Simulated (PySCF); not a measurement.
H$_{3}$O$_{3}$Sn, doublet, geometry from GFN2-xTB (such geometries of metal compounds can be far from the true shape) (the spin is typed, not shown lowest) (core potentials on Sn); PBE0/def2-SV(P) in PySCF.

Input for PySCF:
```python
from pyscf import gto, scf, dft

mol = gto.Mole()
mol.atom = '''
    Sn    0.11508878    0.22305898    0.15472439
    O     1.39548068   -0.46495238   -1.35804668
    H     1.93957294   -1.21832676   -1.12862537
    O    -0.32357472   -1.45045230    1.34138934
    H    -1.22714932   -1.51260070    1.65112149
    O    -1.68043063    0.73599431   -0.80143814
    H    -1.59866504    1.01326116   -1.71395169
'''
mol.basis = 'def2-sv(p)'
mol.ecp = {'Sn': 'def2-sv(p)'}
mol.spin = 1
mol.verbose = 4
mol.build()

mf = dft.UKS(mol)
mf.xc = 'pbe0'
mf.diis_space = 2
mf.kernel()
```

Q: Predict the main parts of the log of this PySCF run.

A: 
```
PySCF version 2.14.0

[INPUT] verbose = 4
[INPUT] num. atoms = 7
[INPUT] num. electrons = 49
[INPUT] charge = 0
[INPUT] spin (= nelec alpha-beta = 2S) = 1
[INPUT] symmetry False subgroup None
[INPUT] Mole.unit = angstrom
[INPUT] Symbol           X                Y                Z      unit          X                Y                Z       unit  Magmom
[INPUT]  1 Sn     0.115088780000   0.223058980000   0.154724390000 AA    0.217486274210   0.421520381825   0.292386721890 Bohr   0.0
[INPUT]  2 O      1.395480680000  -0.464952380000  -1.358046680000 AA    2.637076297322  -0.878632659165  -2.566336289575 Bohr   0.0
[INPUT]  3 H      1.939572940000  -1.218326760000  -1.128625370000 AA    3.665261655217  -2.302303906629  -2.132792846536 Bohr   0.0
[INPUT]  4 O     -0.323574720000  -1.450452300000   1.341389340000 AA   -0.611467601633  -2.740957603745   2.534858479011 Bohr   0.0
[INPUT]  5 H     -1.227149320000  -1.512600700000   1.651121490000 AA   -2.318976128746  -2.858401058825   3.120167414484 Bohr   0.0
[INPUT]  6 O     -1.680430630000   0.735994310000  -0.801438140000 AA   -3.175553662030   1.390827675138  -1.514498590381 Bohr   0.0
[INPUT]  7 H     -1.598665040000   1.013261160000  -1.713951690000 AA   -3.021039090517   1.914786085059  -3.238899284835 Bohr   0.0

nuclear repulsion = 197.178040074178
number of shells = 34
number of NR pGTOs = 145
number of NR cGTOs = 74
basis = def2-sv(p)
ecp = {'Sn': 'def2-sv(p)'}

******** <class 'pyscf.dft.uks.UKS'> ********
method = UKS
initial guess = minao
damping factor = 0
level_shift factor = 0
DIIS = <class 'pyscf.scf.diis.CDIIS'>
diis_start_cycle = 1
diis_space = 2
diis_damp = 0
SCF conv_tol = 1e-09
SCF conv_tol_grad = None
SCF max_cycles = 50
direct_scf = True
direct_scf_tol = 1e-13
number electrons alpha = 25  beta = 24
XC library pyscf.dft.libxc version 7.1.2
    S. Lehtola, C. Steigemann, M. J. T. Oliveira, and M. A. L. Marques,  SoftwareX 7, 1–5 (2018)
XC functionals = pbe0
    C. Adamo and V. Barone,  J. Chem. Phys. 110, 6158 (1999)
    M. Ernzerhof and G. E. Scuseria,  J. Chem. Phys. 110, 5029 (1999)
radial grids:
    Treutler-Ahlrichs [JCP 102, 346 (1995); DOI:10.1063/1.469408] (M4) radial grids

becke partition: Becke, JCP 88, 2547 (1988); DOI:10.1063/1.454033
pruning grids: <function nwchem_prune>
grids dens level: 3
symmetrized grids: False
atomic radii adjust function: <function treutler_atomic_radii_adjust>
small_rho_cutoff = 0
Set gradient conv threshold to 3.16228e-05
tot grids = 93632
init E= -418.43912554986

cycle= 1 E= -440.247092112194  delta_E= -21.8  |g|=  1.6  |ddm|= 5.07
cycle= 2 E= -440.509002329943  delta_E= -0.262  |g|= 1.43  |ddm|= 4.32
cycle= 3 E= -441.28228096989  delta_E= -0.773  |g|= 0.333  |ddm|=  1.9
cycle= 4 E= -441.268081597823  delta_E= 0.0142  |g|= 0.395  |ddm|= 0.527
cycle= 5 E= -441.327894828218  delta_E= -0.0598  |g|= 0.0332  |ddm|= 0.274
cycle= 6 E= -441.328041121691  delta_E= -0.000146  |g|= 0.029  |ddm|= 0.087
cycle= 7 E= -441.328428199239  delta_E= -0.000387  |g|= 0.00676  |ddm|= 0.0411
cycle= 8 E= -441.328446805933  delta_E= -1.86e-05  |g|= 0.00386  |ddm|= 0.00899
cycle= 9 E= -441.328453104806  delta_E= -6.3e-06  |g|= 0.001  |ddm|= 0.00481
cycle= 10 E= -441.328453334115  delta_E= -2.29e-07  |g|= 0.00147  |ddm|= 0.00327
cycle= 11 E= -441.328454268508  delta_E= -9.34e-07  |g|= 0.000399  |ddm|= 0.00147
cycle= 12 E= -441.328454410588  delta_E= -1.42e-07  |g|= 0.0002  |ddm|= 0.000871
cycle= 13 E= -441.328454441372  delta_E= -3.08e-08  |g|= 0.00011  |ddm|= 0.000398
cycle= 14 E= -441.328454446675  delta_E= -5.3e-09  |g|= 0.00014  |ddm|= 0.00028
cycle= 15 E= -441.328454456605  delta_E= -9.93e-09  |g|= 3.73e-05  |ddm|= 0.000142
cycle= 16 E= -441.328454458506  delta_E= -1.9e-09  |g|= 1.67e-05  |ddm|= 8.62e-05
cycle= 17 E= -441.328454458986  delta_E= -4.81e-10  |g|= 1.4e-05  |ddm|= 5.81e-05
Extra cycle  E= -441.328454458896  delta_E= 9.02e-11  |g|= 2.52e-05  |ddm|= 4.28e-05
converged SCF energy = -441.328454458896  <S^2> = 0.76047446  2S+1 = 2.0104472
```
